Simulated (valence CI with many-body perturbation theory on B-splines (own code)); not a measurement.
**Hf²²⁺: calculated level list**

Calculated by relativistic CI+MBPT: four valence electrons over a frozen Dirac-Fock core [Kr] 4d10, radial functions for each j: 7 s, 7 p, 7 d, 7 f, 4 g, 2 h, with the one-electron correlation potential Σ1 (screened to all orders), the two-electron term Σ2, the three-electron term Σ3, Breit, model QED; selected single and double excitations, second order for the rest, scaled by the run's own slope (own B-spline code, finite nucleus).

No measured levels were compared; by estimate terms of the open shell hold to a few per cent of their energy, and close levels can change places.

Levels 91 to 135 of 199, with energies above the lowest level, 4f4 5I_4. "Leading %" is the weight of the configuration and term that name the level; weights of strongly mixed levels are sums over their largest components and can fall short. Lifetimes count E1, E2, E3, M1 and M2 decay at the calculated energies, and are blank where another channel may lead or the interval is too uncertain; long ones can be off by a factor of two.

```csv
No.,Configuration,Term,J,E (cm⁻¹),Leading %,Lifetime,Second component
91,4f4,3D,1,172600,92,1.47 ms,7 % 4f4 3P
92,4f4,3D,2,176890,28,1.17 ms,24 % 4f4 3F
93,4f4,1H,5,182170,66,1.68 ms,21 % 4f4 3H
94,4f4,1S,0,188780,75,884 μs,24 % 4f4 3P
95,4f4,3F,4,194120,88,988 μs,6 % 4f4 1G
96,4f4,3F,2,197280,72,,13 % 4f4 3D
97,4f4,3H,6,197320,57,1.03 ms,42 % 4f4 1I
98,4f4,3F,3,197810,86,1.37 ms,8 % 4f4 3D
99,4f4,3P,2,199160,87,,5 % 4f4 3D
100,4f4,3H,4,200900,92,1.37 ms,5 % 4f4 1G
101,4f4,1I,6,208260,55,1.06 ms,41 % 4f4 3H
102,4f4,3H,5,209110,73,2.04 ms,26 % 4f4 1H
103,4f4,3P,1,214360,97,,
104,4f4,3P,0,224670,87,1.27 ms,12 % 4f4 1S
105,4f4,1G,4,234400,95,,
106,4f4,1D,2,286840,98,,
107,4f4,1S,0,334390,98,,
108,4f3.5s,5I°,4,576900,88,351 μs,12 % 4f3.5s 3H°
109,4f3.5s,5I°,5,583450,70,60.4 μs,17 % 4f3.5s 3I°
110,4f3.5s,5I°,6,595830,87,94.1 μs,9 % 4f3.5s 3I°
111,4f3.5s,3I°,5,601540,65,6.34 μs,24 % 4f3.5s 5I°
112,4f3.5s,5I°,7,607690,92,116 μs,
113,4f3.5s,5F°,1,609770,77,1.62 μs,19 % 4f3.5s 3D°
114,4f3.5s,5F°,2,613320,65,2.01 μs,16 % 4f3.5s 3D°
115,4f3.5s,5I°,8,618730,88,83.0 μs,11 % 4f3.5s 3K°
116,4f3.5s,3I°,6,618780,80,4.41 μs,9 % 4f3.5s 5I°
117,4f3.5s,3H°,4,620190,43,3.29 μs,23 % 4f3.5s 3G°
118,4f3.5s,3G°,5,620620,33,2.94 μs,22 % 4f3.5s 3H°
119,4f3.5s,5F°,3,621450,85,1.63 μs,7 % 4f3.5s 3D°
120,4f3.5s,5S°,2,623550,55,6.10 μs,16 % 4f3.5s 3P°
121,4f3.5s,5G°,2,626300,77,3.07 μs,10 % 4f3.5s 3F°
122,4f3.5s,5F°,4,628030,63,1.69 μs,12 % 4f3.5s 3H°
123,4f3.5s,5G°,3,629510,68,2.02 μs,21 % 4f3.5s 3G°
124,4f3.5s,3F°,2,631940,60,1.89 μs,11 % 4f3.5s 1D°
125,4f3.5s,3I°,7,633000,77,2.99 μs,10 % 4f3.5s 1K°
126,4f3.5s,3G°,3,636060,48,1.37 μs,30 % 4f3.5s 3F°
127,4f3.5s,3S°,1,636070,45,2.41 μs,17 % 4f3.5s 3P°
128,4f3.5s,5G°,4,637390,67,1.64 μs,8 % 4f3.5s 5F°
129,4f3.5s,5F°,5,637670,58,1.88 μs,28 % 4f3.5s 3H°
130,4f3.5s,3H°,6,641430,65,3.42 μs,25 % 4f3.5s 5G°
131,4f3.5s,3K°,6,643750,85,3.91 μs,10 % 4f3.5s 3I°
132,4f3.5s,3G°,3,645330,53,958 ns,27 % 4f3.5s 3F°
133,4f3.5s,3K°,7,645620,65,3.31 μs,23 % 4f3.5s 1K°
134,4f3.5s,3F°,4,647810,52,1.77 μs,22 % 4f3.5s 1G°
135,4f3.5s,1H°,5,648080,55,1.88 μs,17 % 4f3.5s 5G°
```

Names give the largest LS component (configuration and term), which can be under half, so a name can repeat, a term be missing and a line seem to break the LS rules; names also repeat where a configuration has a term twice.

Where two levels of one J and parity lie close, their mixing, g and order are uncertain.
